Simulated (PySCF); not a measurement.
From one molecule to another.

First species: (Z)-pent-2-en-4-ynenitrile, C5H3N.
InChI=1S/C5H3N/c1-2-3-4-5-6/h1,3-4H/b4-3-

Second species: C₃H₈O₄Si.
Bonds: C1–O2, O2–Si3, Si3–O4, O4–C5, C5–C6, C6–O7 (double), C6–O8. Hydrogens: H9, H10, H11 on C1; H12, H13 on Si3; H14, H15 on C5; H16 on O8.

Levels: wB97X-D/def2-SVPD for HOMO energy, LUMO energy, HOMO–LUMO gap and static isotropic polarisability; TDDFT wB97X-D/def2-SVPD for lowest singlet excitation; TDA wB97X-D/def2-SVPD for lowest triplet excitation (Tamm–Dancoff). Geometries: GFN2-xTB. Each species is one conformer at its optimised geometry, gas phase, non-relativistic unless stated; the electronic structure was computed with PySCF and density fitting.

**Question.** Which of the two has the higher static isotropic polarisability, and by how much?

**Answer.** The second: 75.1 au against 64.2 au, a difference of 10.9 au.

**Question.** Which of the two has the higher T1 energy, and by how much?

**Answer.** The second: 5.73 eV against 3.02 eV, a difference of 2.71 eV.

**Question.** Which has the higher S1 energy?

**Answer.** The second: 6.21 eV against 4.89 eV, a difference of 1.32 eV.

**Question.** Which has the higher HOMO–LUMO gap?

**Answer.** The second: 11.05 eV against 8.87 eV, a difference of 2.18 eV.

**Question.** Which has the higher LUMO energy?

**Answer.** The second: 1.44 eV against -0.67 eV, a difference of 2.11 eV.

**Question.** Which has the higher HOMO energy?

**Answer.** The first: -9.54 eV against -9.61 eV, a difference of 0.07 eV.

On the first: S1 lies 3.98 eV below the HOMO–LUMO gap; its leading configuration is HOMO−1→LUMO, weight 0.96. The polarisability is 9.52 Å³ as a volume (1 au = 0.148185 Å³), or 1.61 au for each of the 40 electrons.

On the second: No computed singlet falls in the visible range (750 to 380 nm, 1.65 to 3.26 eV); S1 lies 2.95 eV above its blue end. The polarisability is 11.13 Å³ as a volume (1 au = 0.148185 Å³), or 1.04 au for each of the 72 electrons.
